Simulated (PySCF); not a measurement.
Spectrum to structure. The calculation used TDDFT CAM-B3LYP/def2-SVPD, vertical, gas phase, core orbitals frozen in the response (PySCF). Geometries: GFN2-xTB, one conformer each.

```tsv
state	λ (nm)	f
S1	203.1	0.0004
S2	196.8	0.012
S3	185.6	0.024
S4	181.9	0.0056
S5	174.7	0.018
S6	170.9	0.022
S7	165.6	0.024
S8	162.5	0.018
```

Problem. Which candidate is it? All have the formula C3H12N2OSi.
A. `CC[Si](N)(N)OC`
B. `CCN[Si@@H](O)NC`
C. `N(C)C[Si@@H](N)OC`

Solution. B. Its S1 lies at 6.11 eV; the nearest of the others has S1 at 6.60 eV. S1 is HOMO→LUMO (65%), HOMO-1→LUMO+2 (10%), HOMO→LUMO+2 (9%). Löwdin shares by element: HOMO nitrogen 65%, carbon 8% or more, silicon 5% (atoms not listed hold the other 21%); LUMO silicon 21%, carbon 18% or more, oxygen 11% (atoms not listed hold the other 50%). At the same level the other candidates give, for their lowest levels:
- `CNC[Si@@H](N)OC`: 232 nm (f 0.002); 198 nm (f 0.001); 192 nm (f 0.010); 188 nm (f 0.017); 184 nm (f 0.050); T1 5.15 eV; HOMO -7.33, LUMO 0.98 eV
- `CC[Si](N)(N)OC`: 188 nm (f 0.034); 180 nm (f 0.060); 168 nm (f 0.006); 158 nm (f 0.005); 155 nm (f 0.002); T1 6.28 eV; HOMO -8.72, LUMO 1.03 eV

Conformer computed: `[CH3:1][CH2:2][NH:3][Si@@H:4]([OH:5])[NH:6][CH3:7]`: C1–C2–N3–Si4 -80°, C2–N3–Si4–O5 177°, N3–Si4–N6–C7 -173°, H–O5–Si4–N3 58°.
Triplets come from the Tamm–Dancoff approximation.
